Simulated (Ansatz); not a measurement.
Here is a job for Ansatz (a program for electronic structure).
Ansatz 0.2 input:
```yaml
crystal:
  periodic: [false, false, false]
  atoms:
    - {symbol: N, position_ang: [-0.00186075, 0.10526655, 0.10524874]}
    - {symbol: H, position_ang: [0.81703017, -0.33632412, -0.38615523]}
    - {symbol: H, position_ang: [-0.80400491, -0.40054172, -0.35058595]}
basis:
  gaussian:
    orbitals: 6-31G__.json
hamiltonian:
  xc: {name: SVWN5}
total_charge: -1
```
The basis file holds 6-31G** in the JSON format of the Basis Set Exchange.

Problem. What does this run give for the total energy, number of basis functions?

Solution. 
The total energy is -55.3695 Eh and the number of basis functions is 25.

A gas-phase anion may not be bound at this level; its values then depend on the basis.
